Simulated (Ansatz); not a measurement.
Reaction (substitution at a C–C bond): `C=NCC` + `BC(=C)S` → `BC(=C)SC` + `C=NC`

Program: Ansatz. Geometries: PBE0-D4/def2-TZVP. ΔE: electronic, gas phase. CCSD(T)/CBS is the MP2 limit (def2-TZVPP, def2-QZVPP) plus CCSD(T) − MP2 in def2-TZVPP, frozen cores. DFT in def2-TZVPP. B3LYP here is the variant with VWN-RPA as its local correlation; programs differ in this. Each species was taken in one conformer, which may not be the lowest.

(1) Is it downhill or uphill in electronic energy at CCSD(T)/CBS, and by how much? (An estimate is asked.)

(2) What do these levels give: PBE0-D4, B3LYP-D4, ωB97X-V, B2PLYP, PBE, PBE0, B3LYP, MP2/def2-TZVPP, SCS-MP2/def2-TZVPP, CCSD/def2-TZVPP, CCSD(T)/def2-TZVPP, HF/CBS(def2)? (Best estimate.)

Largest T1 diagnostic among the species: 0.012.

Results:

(1) Computed: Uphill: ΔE = +0.15 eV.

(2) Ansatz gave: PBE0-D4 0.12, B3LYP-D4 0.12, ωB97X-V 0.15, B2PLYP 0.15, PBE 0.11, PBE0 0.14, B3LYP 0.15, MP2/def2-TZVPP 0.15, SCS-MP2/def2-TZVPP 0.16, CCSD/def2-TZVPP 0.19, CCSD(T)/def2-TZVPP 0.17, HF/CBS(def2) 0.22 eV.

In def2-TZVPP, CCSD(T) changes the Hartree–Fock value by −0.05 eV (the triples alone add −0.02 eV) and MP2 by −0.07 eV.
